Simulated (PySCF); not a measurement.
**How methods differ on the excitation energy of Os**

Os [Xe] 4f14 5d6 6s2 (5D) → Os [Xe] 4f14 5d8 (3F), as a difference of total energies. All numbers are calculated (PySCF 2.14, the spin-free X2C one-electron Hamiltonian (Gaussian nucleus), in x2c-TZVPPall with one added diffuse shell each of s, p, d, f type (12s8p8d4f1g, 113 functions)). The calculations carry no spin-orbit coupling.

```tsv
method	excitation energy (eV)
UHF	4.044
M06	3.211
wB97M-V	2.989
PW91	2.928
```
